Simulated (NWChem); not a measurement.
Molecule: VOCl2F; SMILES [V]([Cl])(=[O])([Cl])[F]

All runs: NWChem. Coordinates come from a B3LYP/6-31G* (spherical d) optimisation. Level SCAN/def2-SVP: energy and gradient on several grids; changes count from the extra-fine grid, which is no exact limit either.

```tsv
grid	size of the energy change (μHa)	largest change of a gradient component (μHa/bohr)
xcoarse	7000	5000
coarse	3000	2000
medium	5000	500
fine	3000	200
xfine	< 10	< 30
```
